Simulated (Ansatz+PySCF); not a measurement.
The numbers below are computed, except where a source is named.
Input for Ansatz (development build ahead of 0.2.0):

```yaml
crystal:
  periodic: [false, false, false]
  atoms:
    - { symbol: B, position_ang: [0.0, 0.0, 0.0] }
    - { symbol: F, position_ang: [0.74545, 0.74545, 0.74545] }
    - { symbol: F, position_ang: [0.74545, -0.74545, -0.74545] }
    - { symbol: F, position_ang: [-0.74545, 0.74545, -0.74545] }
    - { symbol: F, position_ang: [-0.74545, -0.74545, 0.74545] }
basis:
  gaussian: { orbitals: def2-SVP }
total_charge: -1
magnetization:
  spin_polarized: true
hamiltonian:
  xc: hf
correlation:
  method: mp2
  frozen_orbitals: { B: 1, F: 1 }
scf:
  omitted_lower_state_checks: [starts, atomic_configurations, cluster_reference, orbital_swaps, given_window_search, neighbouring_geometries, increment]
```

The input is written out in the form of the current development build from the run's settings.

Results

```yaml
Converged: yes
Reference_energy: -422.35322 hartree
Correlation_energy: -0.81494 hartree
Total_energy: -423.16816 hartree
Spin_squared_of_the_determinant: 0.000
Stability_test: minimum
```

Caution: no diffuse functions for an anion.
